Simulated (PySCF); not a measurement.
Excitation energy of Ta²⁺ by level of theory

Ta²⁺ [Xe] 4f14 5d3 (4F) → Ta²⁺ [Xe] 4f14 5d2 6p1 (high-spin determinant), as a difference of total energies. Calculation: PySCF 2.14, in aug-cc-pVTZ-PP with ECP60MDF (6s6p5d3f2g, 88 functions); a scalar-relativistic core potential. Correlated levels: valence: 5s2 5p6 frozen. The calculations carry no spin-orbit coupling.

```tsv
method	excitation energy (eV)
UHF	6.715
LDA	6.787
PBE	6.781
PBE0	6.912
r2SCAN	6.900
TPSS	6.709
TPSSh	6.770
LC-wPBE	7.077
HSE06	6.880
MP2 (valence)	6.794
SCS-MP2 (valence)	6.741
```

Q: How much does correlation contribute at MP2 (valence)?

A: 6.794 − (6.715) = 0.079 eV, measured against UHF.

The determinant of the upper state mixes LS terms, which raises its energy above the lowest term, most at the Hartree-Fock and MP2 levels.
